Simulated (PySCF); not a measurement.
## Ba⁴⁶⁺ (barium, charge +46): Hartree-Fock from Schrödinger to Dirac-Coulomb-Breit

Occupied: 1s1/2, 2s1/2, 2p1/2, 2p3/2. Hartree-Fock calculated with PySCF 2.14 in an uncontracted even-tempered set (16 s from 8.1 bohr⁻², ratio 2.7; 13 p from 9.7 bohr⁻², ratio 2.7), Gaussian nucleus throughout. NR is non-relativistic, sf-X2C the spin-free one-electron X2C Hamiltonian, X2C adds the bare one-electron spin-orbit term, X2C-SNSO screens it by Boettger's factors, DC is four-component Dirac-Coulomb, and the Gaunt and Breit terms are added at first order (total energies over the DC spinors, levels after relaxing the spinors in that mean field). QED terms are absent. Levels marked empty are virtual spinors of this ion.

```tsv
Hamiltonian	E (hartree)
NR	-5796.1297
sf-X2C	-6016.7648
X2C	-6019.4814
X2C-SNSO	-6019.2831
DC	-6021.2641
DC+Gaunt	-6015.5326
DC+Breit	-6016.0340
```

```tsv
level (eV)	NR	sf-X2C	X2C	X2C-SNSO	DC	DC+Gaunt	DC+Breit
1s1/2	-39142.6	-40854.6	-40850.9	-40851.2	-40886.5	-40791.6	-40797.8
2s1/2	-8578.4	-9055.6	-9054.7	-9054.8	-9059.2	-9049.5	-9050.1
2p1/2	-8294.6	-8458.4	-8747.3	-8736.0	-8738.3	-8721.2	-8723.0
2p3/2	-8294.6	-8458.4	-8331.4	-8335.7	-8339.0	-8327.0	-8328.8
3s1/2 (empty)	-3489.7	-3638.6	-3638.4	-3638.5	-3639.5	-3636.9	-3637.2
3p1/2 (empty)	-3398.0	-3463.4	-3538.1	-3535.2	-3535.8	-3531.4	-3532.0
3p3/2 (empty)	-3398.0	-3463.4	-3430.3	-3431.4	-3432.1	-3429.1	-3429.7
```

**Question.** How large are the two-electron picture-change error of X2C and the Breit correction in the total energy?

**Answer.** X2C-1e lies 1.7827 hartree above Dirac-Coulomb; Gaunt adds 5.7315 and the full Breit term 5.2301 hartree.

| interval (eV) | X2C | X2C-SNSO | DC | DC+Gaunt | DC+Breit |
| --- | --- | --- | --- | --- | --- |
| 2p3/2 − 2p1/2 | 415.9 | 400.2 | 399.4 | 394.2 | 394.2 |
| 3p3/2 − 3p1/2 | 107.8 | 103.8 | 103.7 | 102.3 | 102.3 |

Weight of the small component: 1s1/2 0.0429, 2s1/2 0.00962, 2p1/2 0.00955, 2p3/2 0.00906, 3s1/2 0.00374, 3p1/2 0.00368, 3p3/2 0.00356.

Koopmans' value for the highest occupied level at DC+Breit: 8328.8 eV, against an ionisation energy of 8326 ± 4 eV (theoretical estimate listed by NIST; NIST Atomic Spectra Database, ionization energies); the former lacks relaxation, correlation, QED and recoil.

The whole ladder took 58 s of wall time on 1 thread of Neoverse-V2 (shared host), launched as `OMP_NUM_THREADS=1 python relrun2.py TASK.json OUT` (a driver that calls PySCF for each Hamiltonian).
